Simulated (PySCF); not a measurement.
System: sum formula SnO2H2, net charge -1, doublet state. 
Geometry from a B3LYP-D3(BJ)/def2-TZVP (Ansatz) optimisation:
```xyz
5

Sn    -0.0462    -0.0162     0.4005
O      0.6889    -1.3561    -1.0490
H      1.4091    -0.9025    -1.4999
O     -0.4831     1.4507    -1.0388
H     -0.7458     0.9555    -1.8234
```
Charge -1, spin multiplicity 2.

Dispersion corrections to the total energy (kcal/mol) from the dftd3 and dftd4 libraries through PySCF: D3(BJ) without and D4 with the three-body term, each with the damping fitted for the functional named.

```tsv
functional	D3(BJ)	D4
B2PLYP	[?]	-1.52
BHLYP	[?]	-3.04
PW6B95	-1.04	-2.03
HF	-15.76	-7.90
B3LYP	[?]	-3.66
BLYP	-4.00	-4.93
TPSS	-2.24	-2.99
```

Task: Some entries are withheld; supply them.

Result: 
- B2PLYP, D3(BJ): -1.66
- BHLYP, D3(BJ): -2.84
- B3LYP, D3(BJ): -3.32
